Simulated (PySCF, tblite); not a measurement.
Potential energy curve for Li2 (cation, charge +1), doublet. Each curve is given relative to its own lowest point near equilibrium.

```tsv
R / Å	A	B	C	D
2.45	1.4	10.2	12.3	10.8
2.61	0.3	5.2	6.6	5.5
2.74	0.0	2.6	3.5	2.7
2.93	0.4	0.5	0.9	0.6
3.02	0.8	0.1	0.3	0.1
3.14	1.4	0.0	0.0	0.0
3.23	1.3	0.2	0.1	0.2
3.29	0.9	0.4	0.3	0.4
3.44	0.8	1.2	1.1	1.3
3.57	1.8	2.2	2.2	2.4
3.74	3.4	3.7	4.0	4.1
3.99	6.1	6.2	7.2	6.9
4.40	11.0	10.4	13.0	11.8
4.84	16.5	14.6	19.4	16.7
5.39	23.1	18.6	26.5	21.5
5.85	27.8	20.6	31.3	24.3
6.52	32.7	21.9	36.7	26.4
7.11	35.2	22.0	40.0	26.9
7.86	36.3	21.5	42.7	26.6
8.64	35.9	20.6	44.4	25.8
9.62	34.8	19.4	45.5	24.7
```

Energies in mEh.

**Question.** Assign the columns to these levels of theory: GFN2-xTB, 300 K electronic temperature run with tblite 0.5.0; restricted open-shell PBE/cc-pVDZ (PySCF); restricted open-shell r2SCAN/cc-pVDZ (PySCF 2.14.0); MP2 on UHF/cc-pVDZ run with PySCF 2.14.0.

**Answer.** A is GFN2-xTB; B is ROKS-PBE; C is UMP2; D is ROKS-r2SCAN.

At the longest distance ROKS-r2SCAN, ROKS-PBE leaves fractional charges on the fragments, a sign of delocalisation error or of the restricted form.
